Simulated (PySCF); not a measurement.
Group charges in `FC(F)(F)CNC1CC1`

C5H8F3N.
Atom-mapped SMILES: `[F:1][C:2]([F:3])([F:4])[CH2:5][NH:6][CH:7]1[CH2:8][CH2:9]1` (hydrogens: H10, H11 on C5; H12 on N6; H13 on C7; H14, H15 on C8; H16, H17 on C9)

Cartesian coordinates in Å at the GFN2-xTB level; atoms count from 1:
```
atom  x, y, z in Å
F1     1.7147    1.3918    0.5989
C2     2.0396    0.2244    0.0281
F3     3.3735    0.1052    0.1375
F4     1.7723    0.3472   -1.2824
C5     1.3145   -0.9801    0.6517
N6    -0.0670   -1.1278    0.2820
C7    -0.9472   -0.0851    0.7306
C8    -2.2957    0.0500    0.1022
C9    -1.2619    1.1189   -0.1147
H10    1.8639   -1.8738    0.3420
H11    1.3904   -0.8742    1.7380
H12   -0.1652   -1.2668   -0.7187
H13   -0.8693    0.0555    1.8022
H14   -2.5337   -0.5988   -0.7266
H15   -3.1390    0.2656    0.7389
H16   -0.8086    1.1866   -1.0928
H17   -1.3882    2.0734    0.3711
```

Atomic charges (e) from the PBE0/pcSseg-1 density (PySCF):

```csv
atom,Mulliken,IAO,Hirshfeld,ESP-fitted
F1,-0.2677,-0.2827,-0.0885,-0.2085
C2,+0.7553,+0.7836,+0.2550,+0.5720
F3,-0.2746,-0.2883,-0.1019,-0.2171
F4,-0.2797,-0.2894,-0.0920,-0.1828
C5,-0.0905,-0.1972,-0.0474,-0.2168
N6,-0.4404,-0.3915,-0.1612,-0.6657
C7,-0.0990,-0.0321,-0.0040,+0.1198
C8,-0.2018,-0.3017,-0.0943,-0.4630
C9,-0.2054,-0.3216,-0.1091,-0.2056
H10,+0.1482,+0.1672,+0.0535,+0.1569
H11,+0.1421,+0.1631,+0.0537,+0.1680
H12,+0.1754,+0.2446,+0.1093,+0.4047
H13,+0.1215,+0.1455,+0.0471,+0.1513
H14,+0.1268,+0.1472,+0.0476,+0.1788
H15,+0.1329,+0.1530,+0.0497,+0.1784
H16,+0.1288,+0.1493,+0.0365,+0.1201
H17,+0.1280,+0.1511,+0.0457,+0.1096
```

Problem. Cut each of the bonds C2–C5, C5–N6 and C7–N6 in turn and sum the charges on the side of the atom named first.

Solution. In e; the other side holds the opposite charge:

| bond cut | piece | atoms | Mulliken | IAO | Hirshfeld | ESP-fitted |
| --- | --- | --- | --- | --- | --- | --- |
| C2–C5 | CF3 | 4 | -0.067 | -0.077 | -0.027 | -0.036 |
| C5–N6 | C2H2F3 | 7 | +0.133 | +0.056 | +0.032 | +0.072 |
| C7–N6 | C3H5 | 8 | +0.132 | +0.091 | +0.019 | +0.189 |

Extremes among these pieces. Mulliken: lowest CF3 at C2, highest C2H2F3 at C5; IAO: lowest CF3 at C2, highest C3H5 at C7; Hirshfeld: lowest CF3 at C2, highest C2H2F3 at C5; ESP-fitted: lowest CF3 at C2, highest C3H5 at C7.

Problem. Do the schemes agree better on the pieces than on the single atoms at the cuts?

Solution. The spread between schemes averages 0.107 e for the pieces and 0.306 e for the atoms named first; it is smaller for the piece at 3 of the 3 cuts. On average they agree better on the pieces.

Isolated species at its GFN2-xTB geometry (one conformer only).
